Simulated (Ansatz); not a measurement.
A CCSD(T) single point on ClGeH4In, SMILES `[Cl][InH][GeH3]`.

```yaml
crystal:
  periodic: [false, false, false]
  atoms:
    - {symbol: Cl, position_ang: [-2.659837, -1.468160, -0.155365]}
    - {symbol: In, position_ang: [-0.328549, -1.367883, 0.145500]}
    - {symbol: Ge, position_ang: [0.541165, 1.061607, -0.074064]}
    - {symbol: H, position_ang: [0.334925, -2.919947, 0.450032]}
    - {symbol: H, position_ang: [0.194440, 1.601411, -1.470393]}
    - {symbol: H, position_ang: [-0.145567, 1.944901, 0.979298]}
    - {symbol: H, position_ang: [2.063423, 1.148069, 0.124982]}
basis:
  gaussian: {orbitals: def2-TZVPP}
correlation: {method: ccsd_t}
output: {orbitals: {seedname: orbitals}}
```

```sh
$ ansatz run in.yaml --threads 2 --pin off --events-out ev --progress --plain --max-ram 32768MiB --backend cuda --devices 0, --max-vram 18GiB
```

The program prints (abridged):

```
Functional definition: HF
1351 factors; integrals over basis functions are off by at most 1.0e-3 eV
mean field evaluation 1: about -74189.5712 eV, gradient 1.9e1 eV
mean field evaluation 2: about -74189.6178 eV, gradient 1.9e1 eV
mean field evaluation 4: about -74191.0675 eV, gradient 2.3e0 eV
mean field evaluation 8: about -74191.0949 eV, gradient 2.0e-1 eV
mean field -74191.09501077 eV, -2726.4724531153 hartree, gradient 1.7e-6 eV, S^2 0.000000; 0 other end points of the search recorded, 0 dependent functions left out
18 core orbitals not correlated: weight in the atoms' cores, before any rotation towards them, 1.000 or more for the frozen orbitals, at most 0.000 for the correlated occupied ones
reference -74191.09501077 eV, -2726.4724531153 hartree; 19, 19 occupied and 159, 159 virtual orbitals, 1351 factors
second order -20.09207345 eV of doubles, -0.00000000 eV of singles
cycle   1  -20.21210075 eV  change   -1.2e-1 eV  update   1.1e-1
cycle   2  -20.81952144 eV  change   -6.1e-1 eV  update   3.1e-2
cycle   3  -20.89319993 eV  change   -7.4e-2 eV  update   1.6e-2
cycle   4  -20.88133265 eV  change    1.2e-2 eV  update   4.1e-3
cycle   5  -20.87966149 eV  change    1.7e-3 eV  update   1.8e-3
cycle   6  -20.87957876 eV  change    8.3e-5 eV  update   4.7e-4
cycle   7  -20.87949994 eV  change    7.9e-5 eV  update   1.9e-4
cycle   8  -20.87951605 eV  change   -1.6e-5 eV  update   6.8e-5
cycle   9  -20.87954017 eV  change   -2.4e-5 eV  update   2.7e-5
perturbative correction -0.71579276 eV, -0.0263048989 hartree
Total energy: -74212.69034371 eV, -2727.2660669630 hartree
```

Hardware: 2 threads of an AMD EPYC 7R13 on a shared host and a share of an NVIDIA H100 80 GB. Wall time 15 s, peak host memory 0.78 GiB.

Correlation energy per correlated electron: -0.568 eV. T1 diagnostic: 0.0128.
